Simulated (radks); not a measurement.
Results of a calculation; reference values are marked as such.
Spin polarisation of the 3p2 shell in Cl3+. Start: [Ne] 3s2 3p(up 1, down 1); electrons of 3p are moved from spin down to spin up, other shells keep equal spins. Code: a radial shooting solver on a logarithmic mesh with Libxc functionals. Model: scalar-relativistic Kohn-Sham, PBE, spin-polarised, spherical densities, finite nucleus; Fermi nuclear charge, rms radius of each element as measured or else 0.836 A^(1/3) + 0.57 fm.

moment (Bohr magnetons)  E - E(0) (eV)  e(3p up) (eV)  e(3p down) (eV)  3s down minus up (eV)
0                                0.000        -45.114          -45.114                  0.000
0.5                             -0.094        -45.472          -44.718                  0.784
1                               -0.378        -45.796          -44.277                  1.578
1.5                             -0.855        -46.088          -43.786                  2.390
2                               -1.531        -46.350          -43.237                  3.227

At moment 2 the spin-polarisation energy is -1.531 eV and the 3p exchange splitting 3.113 eV, that is 1.556 eV per Bohr magneton; E = -I m^2/4 would give I = 1.531 eV.
